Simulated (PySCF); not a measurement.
C4H6F2O.
SMILES with atom numbers: `[CH3:1][O:2]/[C:3](=[CH:4]\[F:5])[CH2:6][F:7]` (hydrogens: H8, H9, H10 on C1; H11 on C4; H12, H13 on C6)

A GFN2-xTB structure was refined with PySCF, PBE0-D3(BJ)/def2-SVP geometry optimisation, gas phase. Its GFN2-xTB values:

```tsv
coordinate	GFN2-xTB
C1–O2	1.421 Å
C1–H8	1.069 Å
O2–C3	1.373 Å
C3=C4	1.312 Å
C3–C6	1.498 Å
C4–F5	1.330 Å
C4–H11	1.115 Å
C6–F7	1.350 Å
C6–H12	1.105 Å
C1–O2–C3	119.7°
O2–C3–C4	128.1°
O2–C3–C6	108.9°
C3–C4–F5	128.5°
C3–C6–F7	111.8°
C4–C3–C6	122.9°
C1–O2–C3–C4	-1°
```

Q: How do these coordinates change at the PBE0-D3(BJ)/def2-SVP level?

A: 
| coordinate | PBE0-D3(BJ)/def2-SVP (Å or °) | change |
| --- | --- | --- |
| C1–H8 | 1.098 | +0.029 |
| O2–C3 | 1.345 | -0.028 |
| C3=C4 | 1.338 | +0.026 |
| C4–H11 | 1.089 | -0.026 |
| C6–F7 | 1.365 | +0.015 |
| C1–O2 | 1.409 | -0.012 |
| C4–F5 | 1.340 | +0.010 |
| C3–C6 | 1.502 | +0.004 |
| C6–H12 | 1.104 | -0.001 |
| C3–C4–F5 | 124.7 | -3.8 |
| C4–C3–C6 | 120.3 | -2.6 |
| O2–C3–C4 | 130.4 | +2.3 |
| O2–C3–C6 | 109.3 | +0.4 |
| C3–C6–F7 | 112.0 | +0.2 |
| C1–O2–C3 | 119.7 | 0.0 |
| C1–O2–C3–C4 | 1 | +2 |

The energy falls by 13.7 kJ/mol over 10 energy and gradient evaluations, the largest force component goes from 0.0450 to 2.4e-04 Eh/bohr, and the atoms move by 0.032 Å rms after alignment. Among the bonds, O2–C3, C1–H8 and C1–H9 change most and about equally (-0.028 to +0.029 Å). Bonds longer at the end by more than 0.005 Å: 6 of 12; shorter: 4. Rotational constants go from 3973, 1880, 1297 to 3960, 1893, 1302 MHz.

The run used 128 basis functions and 68 SCF cycles in all.

Not checked by PBE0-D3(BJ)/def2-SVP frequencies. One conformer, not necessarily the lowest.

The values belong to the conformer `[CH3:1][O:2]/[C:3](=[CH:4]\[F:5])[CH2:6][F:7]`: C1–O2–C3–C4 1°, O2–C3–C6–F7 -179°.
